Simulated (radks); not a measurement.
The krypton ion Kr7+, 29 electrons, occupied as [Ar] 3d10 4s1 (the NIST ground configuration). Method: Dirac Kohn-Sham, PBE, spin-unpolarised, spherical densities, point nucleus; computed with a radial shooting solver on a logarithmic mesh with Libxc functionals. Some entries of the table are withheld. Estimate them.

orbital  occ.  eigenvalue (eV)  <1/r> (bohr^-1)
1s1/2       2        -14271.58            36.77
2s1/2       2              (1)            8.231
2p1/2       2        -1799.714            8.200
2p3/2       4        -1745.826            7.914
3s1/2       2        -376.8779              (2)
3p1/2       2        -313.4430              (3)
3p3/2       4        -305.4464              (4)
3d3/2       4              (5)              (6)
3d5/2       6              (7)              (8)
4s1/2       1        -118.4861            1.021

Answer. 
(1) 2s1/2 eigenvalue (eV): -1978.860
(2) 3s1/2 <1/r> (bohr^-1): 2.723
(3) 3p1/2 <1/r> (bohr^-1): 2.611
(4) 3p3/2 <1/r> (bohr^-1): 2.543
(5) 3d3/2 eigenvalue (eV): -194.6988
(6) 3d3/2 <1/r> (bohr^-1): 2.311
(7) 3d5/2 eigenvalue (eV): -193.3611
(8) 3d5/2 <1/r> (bohr^-1): 2.294
